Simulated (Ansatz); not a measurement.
Ansatz results at the PBE0-D4/def2-TZVP geometry: zero-point energy (PBE0-D4/def2-TZVP) 91.8 kJ/mol; LUMO energy (B3LYP/def2-TZVPP) 0.26 eV; HOMO energy (PBE/def2-TZVPP) -6.94 eV.

Each molecule was computed in one conformer, which needn't be the lowest.

(1) Which molecule gave them?
A. `COB(N)O`
B. `CB([SiH3])[SiH3]`
C. `FB(F)S`
D. `NB(F)Br`

## Answers

(1) D. The others give `CB([SiH3])[SiH3]`: 232.5, -2.43, -6.32; `FB(F)S`: 51.4, -0.14, -7.16; `COB(N)O`: 234.0, 0.51, -6.08.

B3LYP here is the variant with VWN-RPA as its local correlation; programs differ in this.
